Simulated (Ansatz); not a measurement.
A structure relaxed at PBE0-D4/def2-TZVP in Ansatz, charge 0, singlet:

```
atom    x (Å)    y (Å)    z (Å)
 Cu1  -0.0848   0.0912   0.1562
  N2  -0.9338   1.0060   1.7279
  H3  -0.6210   0.6013   2.6045
  H4  -1.9454   0.9280   1.6993
  H5  -0.7043   1.9945   1.7488
 Si6   0.8742  -0.9418  -1.6178
  H7   0.3685  -0.4848  -2.9546
  H8   0.6856  -2.4301  -1.6501
  H9   2.3611  -0.7642  -1.7143
```

**Question.** Give its formula, name or SMILES and point group.

**Answer.** Cu(NH3)(SiH3) (CuSiNH₆). Point group C3 (tolerance 0.1 Å).

**Question.** Summarise the bond lengths by kind (pairs closer than 1.2 times the sum of covalent radii, bridged metal pairs left out).

**Answer.** 1 × Cu–N 2.01 Å; 1 × Cu–Si 2.27 Å; 3 × H–N 1.01 Å; 3 × H–Si 1.50 Å. The metal has 2 neighbours: N 2.01 Å, Si 2.27 Å.

The relaxation made no stability test and no search for a lower SCF solution.
